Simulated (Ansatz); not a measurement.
`F[SiH](F)S[SiH2]Cl` + `BOC` → `BOC[SiH2]Cl` + `F[SiH](F)S`  (formal exchange of groups at the Si–S bond)

Calculated with Ansatz (gas phase, PBE0-D4/def2-TZVP geometries, no zero-point term in ΔE). CCSD(T)/CBS is the MP2 limit (def2-TZVPP, def2-QZVPP) plus CCSD(T) − MP2 in def2-TZVPP, frozen cores. DFT in def2-TZVPP. B3LYP here is the variant with VWN-RPA as its local correlation; programs differ in this. One conformer a species, not always the lowest.

`F[SiH](F)S[SiH2]Cl`:

```xyz
9

F     1.004   -0.204    1.734
Si   -0.282    0.680    1.457
F    -1.523   -0.248    1.783
S    -0.324    1.332   -0.545
Si    0.136   -0.526   -1.502
Cl    2.148   -0.745   -1.782
H    -0.299    1.839    2.360
H    -0.514   -0.474   -2.826
H    -0.346   -1.654   -0.678
```

`BOC`:

Z-matrix (Å, degrees):
```
C
O 1 1.413
H 1 1.092 2 108.8
H 1 1.092 2 108.9 3 118.3
H 1 1.094 2 111.3 3 -120.8
B 2 1.339 1 122.3 3 121.0
H 6 1.196 2 116.9 1 180.0
H 6 1.204 2 120.2 1 0.0
```

`BOC[SiH2]Cl`:

Cartesian coordinates in Å:
```
B -0.222 -1.542 -1.436
O -0.242 -1.187 -0.141
C -0.680 0.098 0.287
Si 0.798 1.026 1.000
Cl 0.140 2.865 1.641
H -0.604 -0.772 -2.277
H 0.187 -2.637 -1.686
H -1.449 -0.036 1.053
H -1.124 0.659 -0.544
H 1.823 1.227 -0.052
H 1.373 0.300 2.155
```

`F[SiH](F)S`:

```xyz
6

F    -0.638   -0.036    1.576
Si    0.355   -0.111    0.343
F     0.424   -1.646   -0.045
S    -0.334    1.055   -1.267
H     1.687    0.358    0.750
H    -1.495    0.381   -1.358
```

```
          level  ΔE (kJ/mol)
      r2SCAN-D4         81.5
       B3LYP-D4         78.6
         r2SCAN         80.7
CCSD/def2-TZVPP         73.3
  HF/def2-QZVPP         74.6
 MP2/def2-QZVPP         83.5
   HF/CBS(def2)         74.6
  MP2/CBS(def2)         85.2
```

Problem. What does CCSD(T)/CBS give? (Estimate.)

Solution. The calculation gave: +78.7 kJ/mol. The listed levels differ from it by 2.8, -0.1, 2.0, -5.4, -4.1, 4.8, -4.1, 6.5 kJ/mol.

Largest T1 diagnostic among the species: 0.014.

The D4 term adds +6.3 kJ/mol with B3LYP and +3.4 kJ/mol with PBE0; it sums over pairs of atoms, weighted by their polarisabilities, and B3LYP, whose exchange is more repulsive, gets the larger term.

CCSD(T)/CBS has its own doubt, a few kJ/mol and more with outer-core shells, so smaller differences from it don't rank the levels.
